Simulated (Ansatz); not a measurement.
Cartesian coordinates in Å:
```
C -1.165 -0.814 -0.428
N -0.020 -0.396 0.339
B 0.765 0.733 0.101
O 1.827 0.985 0.935
H -2.075 -0.850 0.180
H -1.333 -0.102 -1.237
H -1.020 -1.803 -0.876
H 0.217 -0.992 1.116
H 0.502 1.460 -0.821
H 2.302 1.779 0.691
```

Total charge 0; spin multiplicity 1.

(1) List the ωB97M-V/def2-TZVPP orbital energies in eV (the Gaussian-basis code of Ansatz). (Best estimate.)

Answers

(1) Ansatz gave: Occupied: -525.96, -394.23, -282.01, -187.73, -30.98, -27.47, -21.54, -17.89, -16.99, -14.59, -14.56, -14.43, -12.93, -12.58, -11.45, -9.45. Lowest empty: 2.54, 2.69, 2.96, 3.31, 4.54, 4.66, 5.06, 5.39.
